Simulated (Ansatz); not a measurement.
```yaml
crystal:
  periodic: [false, false, false]
  atoms:
    - {symbol: h, position_ang: [0.366176, 0.122767, 1.399986]}
    - {symbol: C, position_ang: [0.110715, -0.322377, 0.151487]}
    - {symbol: F, position_ang: [0.969495, -1.347013, -0.155223]}
    - {symbol: Cl, position_ang: [-1.566568, -1.114955, 0.098324]}
    - {symbol: Zn, position_ang: [-0.021714, 1.099446, -1.222696]}
    - {symbol: H, position_ang: [0.314003, -0.614759, 2.026818]}
    - {symbol: H, position_ang: [-0.172108, 2.176901, -2.298687]}
basis:
  gaussian: {orbitals: cc-pVTZ-DK, point_charges: [{charge: 0.50, position_ang: [4.761, -0.098, 0.287]}]}
hamiltonian: {xc: {name: r2SCANh}, dispersion: d3bj}
output: {forces: true}
```

```sh
$ ansatz run in.yaml --threads 4 --pin off --events-out ev --progress --plain --max-ram 10444MiB
```

Shortened log:

```
Error: YAML parse error: error: line 4 column 16: `h` is not an element symbol (H … Og, case-exact)
 --> <input>:4:16
2 |   periodic: [false, false, false]
3 |   atoms:
4 |     - {symbol: h, position_ang: [0.366176, 0.122767, 1.399986]}
5 |     - {symbol: C, position_ang: [0.110715, -0.322377, 0.151487]}
6 |     - {symbol: F, position_ang: [0.969495, -1.347013, -0.155223]}
```

Problem. What is wrong with this run?

Solution. An element symbol is wrong. The program refused the input.
